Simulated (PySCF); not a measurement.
Au$_{2}$, singlet, geometry from GFN2-xTB (such geometries of metal compounds can be far from the true shape) (core potentials on Au); HF/def2-SV(P) in PySCF.

Input for PySCF:
```python
from pyscf import gto, scf

mol = gto.Mole()
mol.atom = '''
    Au   -0.00000000   -0.00000000   -1.24843889
    Au    0.00000000    0.00000000    1.24843889
'''
mol.basis = 'def2-sv(p)'
mol.ecp = {'Au': 'def2-sv(p)'}
mol.verbose = 4
mol.build()

mf = scf.RHF(mol)
mf.kernel()
```

Problem. What does PySCF print? Leave out banner, timings and long lists.

Solution. 
```
PySCF version 2.14.0

[INPUT] verbose = 4
[INPUT] num. atoms = 2
[INPUT] num. electrons = 38
[INPUT] charge = 0
[INPUT] spin (= nelec alpha-beta = 2S) = 0
[INPUT] symmetry False subgroup None
[INPUT] Mole.unit = angstrom
[INPUT] Symbol           X                Y                Z      unit          X                Y                Z       unit  Magmom
[INPUT]  1 Au     0.000000000000   0.000000000000  -1.248438890000 AA    0.000000000000   0.000000000000  -2.359207585356 Bohr   0.0
[INPUT]  2 Au     0.000000000000   0.000000000000   1.248438890000 AA    0.000000000000   0.000000000000   2.359207585356 Bohr   0.0

nuclear repulsion = 76.5087401042593
number of shells = 22
number of NR pGTOs = 100
number of NR cGTOs = 50
basis = def2-sv(p)
ecp = {'Au': 'def2-sv(p)'}

******** <class 'pyscf.scf.hf.RHF'> ********
method = RHF
initial guess = minao
damping factor = 0
level_shift factor = 0
DIIS = <class 'pyscf.scf.diis.CDIIS'>
diis_start_cycle = 1
diis_space = 8
diis_damp = 0
SCF conv_tol = 1e-09
SCF conv_tol_grad = None
SCF max_cycles = 50
direct_scf = True
direct_scf_tol = 1e-13
Set gradient conv threshold to 3.16228e-05
Initial guess from minao.
init E= -244.8949717977
  HOMO = -1.1284332891164  LUMO = -0.848928134687339  gap/eV = 7.60572
cycle= 1 E= -268.880951524624  delta_E=  -24  |g|= 1.76  |ddm|=   14
  HOMO = -0.089541851864694  LUMO = 0.0527795235074571  gap/eV = 3.87276
cycle= 2 E= -269.289735799062  delta_E= -0.409  |g|= 1.24  |ddm|=    4
  HOMO = -0.287981040512218  LUMO = -0.0113697246374631  gap/eV = 7.52698
cycle= 3 E= -269.588579417776  delta_E= -0.299  |g|= 0.0508  |ddm|= 1.53
  HOMO = -0.288748439982804  LUMO = -0.00737988798210676  gap/eV = 7.65643
cycle= 4 E= -269.589506318226  delta_E= -0.000927  |g|= 0.00776  |ddm|= 0.147
  HOMO = -0.289310430201627  LUMO = -0.00825785999648332  gap/eV = 7.64783
cycle= 5 E= -269.58956413863  delta_E= -5.78e-05  |g|= 0.00239  |ddm|= 0.0417
  HOMO = -0.289386799021887  LUMO = -0.00840128336911494  gap/eV = 7.64601
cycle= 6 E= -269.589575064464  delta_E= -1.09e-05  |g|= 0.000839  |ddm|= 0.0144
  HOMO = -0.289480316283958  LUMO = -0.00843008251985111  gap/eV = 7.64777
cycle= 7 E= -269.589576857706  delta_E= -1.79e-06  |g|= 0.000171  |ddm|= 0.00766
  HOMO = -0.289523562748082  LUMO = -0.00843561651072733  gap/eV = 7.64879
cycle= 8 E= -269.589576905357  delta_E= -4.77e-08  |g|= 2.9e-05  |ddm|= 0.0015
  HOMO = -0.289520118160836  LUMO = -0.0084311784102864  gap/eV = 7.64882
cycle= 9 E= -269.589576906244  delta_E= -8.87e-10  |g|= 6.21e-06  |ddm|= 0.00015
  HOMO = -0.289520454468485  LUMO = -0.00843044380884184  gap/eV = 7.64885
Extra cycle  E= -269.589576906288  delta_E= -4.4e-11  |g|= 2.7e-06  |ddm|= 1.97e-05
converged SCF energy = -269.589576906288
```
